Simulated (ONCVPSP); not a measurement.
**u(r) = r·R(r): atom against pseudo-atom (phosphorus (P))**

Columns: radius, all-electron u(r) and pseudo u(r) of the 3p shell (level -6.16 eV) of phosphorus in the configuration [Ne] 3s1 3p4; LDA (Perdew-Zunger), scalar-relativistic, ONCV scheme, ONCVPSP 4.0.1.

| r (bohr) | all-electron | pseudo |
| --- | --- | --- |
| 0.095 | -0.1276 | 0.0056 |
| 0.190 | -0.2644 | 0.0219 |
| 0.285 | -0.3093 | 0.0479 |
| 0.380 | -0.2753 | 0.0826 |
| 0.475 | -0.1924 | 0.1251 |
| 0.570 | -0.0846 | 0.1747 |
| 0.665 | 0.0317 | 0.2295 |
| 0.760 | 0.1460 | 0.2873 |
| 0.855 | 0.2523 | 0.3456 |
| 0.950 | 0.3472 | 0.4027 |
| 1.045 | 0.4294 | 0.4577 |
| 1.140 | 0.4987 | 0.5097 |
| 1.235 | 0.5554 | 0.5576 |
| 1.330 | 0.6004 | 0.5995 |
| 1.425 | 0.6346 | 0.6335 |
| 1.520 | 0.6592 | 0.6587 |
| 1.615 | 0.6754 | 0.6753 |
| 1.710 | 0.6843 | 0.6843 |
| 1.805 | 0.6869 | 0.6869 |
| 1.900 | 0.6842 | 0.6842 |
| 1.995 | 0.6771 | 0.6771 |
| 2.090 | 0.6664 | 0.6664 |
| 2.185 | 0.6528 | 0.6528 |
| 2.280 | 0.6368 | 0.6368 |
| 2.375 | 0.6191 | 0.6191 |
| 2.470 | 0.6000 | 0.6000 |

How many radial nodes do the two functions have?

The all-electron 3p function has n − l − 1 = 1; the pseudo-wave has 0, since the states of the same l below it are removed with the core.

At about which radius was the pseudo-wave matched?

1.90 bohr. The columns agree to 0.0005 from 1.61 bohr on; several derivatives are matched, so the curves merge somewhat inside the radius.

Is the pseudo-wave norm-conserving?

Yes: the ONCV scheme keeps the norm inside the radius equal to the all-electron one, which fixes the energy derivative of the logarithmic derivative at the level.
